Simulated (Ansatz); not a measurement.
`CB[BH][GaH2]` + SiH₄ → `[SiH3][BH][GaH2]` + `BC` at 700 K and 1 bar (formal exchange of groups at a B–B bond).

Gas-phase electronic energies from Ansatz, PBE0-D4/def2-TZVP geometries. CBS: MP2 limit from def2 TZ/QZ plus the TZ coupled-cluster correction, frozen cores. This one scheme is used for every species. For Ga outer-core shells are correlated without core-valence functions, which leaves a few kJ/mol of doubt a bond. Scalar relativity is left out up to krypton. Each species was taken in one conformer, which may not be the lowest.

```csv
species,CCSD(T)/CBS energy (Eh),H − E (kJ/mol),S (J/(mol·K))
`CB[BH][GaH2]`,-2015.73096,275.0,486.8
SiH₄,-291.46306,115.5,252.9
`[SiH3][BH][GaH2]`,-2241.35179,202.4,454.2
`BC`,-65.83255,189.6,311.0
```

H − E and S are ideal-gas, rigid-rotor, harmonic terms from PBE0-D4/def2-TZVP, for one conformer and one mirror image of each species. 1 Eh = 2625.50 kJ/mol, R = 8.31446 J/(mol·K).

Problem. By hand: ΔE, ΔH, ΔS and ΔG.

Solution. ΔE = (-2241.35179) + (-65.83255) − (-2015.73096) − (-291.46306) = 0.00968 Eh = 25.4 kJ/mol. Δ(H − E) = 202.4 + 189.6 − 275.0 − 115.5 = 1.5, so ΔH = 26.9 kJ/mol. ΔS = 454.2 + 311.0 − 486.8 − 252.9 = 25.5 J/(mol·K). ΔG = 26.9 − 700 × (25.5)/1000 = 9.0 kJ/mol.

Problem. By hand: the equilibrium constant, and the temperature at which ΔG would vanish if ΔH and ΔS stayed fixed.

Solution. log₁₀ K = −ΔG/(RT ln 10) = -0.7. ΔG = 0 at ΔH/ΔS = 1055 K.

TΔS isn't small against ΔH here. A doubt of 5 kJ/mol in ΔE shifts log₁₀ K by 0.4 here. Other conformers and mirror images would add mixing entropy, several J/(mol·K) or more a flexible species. Modes under 60 cm⁻¹, often nearly free rotors, make the harmonic entropy too high. These are equilibria of isolated gas molecules and say nothing of rates. Largest T1 diagnostic: 0.015 (customary marks: 0.02 for closed shells, 0.045 for open ones).
